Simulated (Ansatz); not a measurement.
`O[SiH2]CCl`. Charge 0, multiplicity 1.

```xyz
9

O     0.7088    1.1401   -1.2735
Si   -0.3516    0.7825   -0.0725
C    -0.2544   -1.0458    0.3610
Cl    1.4465   -1.4110    0.7937
H     1.6210    0.8828   -1.1224
H    -1.7008    1.1049   -0.5968
H    -0.0760    1.5488    1.1706
H    -0.5190   -1.6902   -0.4778
H    -0.8746   -1.3121    1.2178
```

Q: Give the diagnostics of a CCSD(T)/def2-TZVPP run (frozen core, Ansatz 0.2.0). (An estimate is asked.)

A: The calculation gave: T1 = 0.0102, largest single amplitude 0.013, largest double 0.018, (T) share of the correlation energy 3.7 %, 9 CCSD cycles. The RHF solution is stable towards an unrestricted one. T1 lies under the customary mark of 0.02 for closed shells.
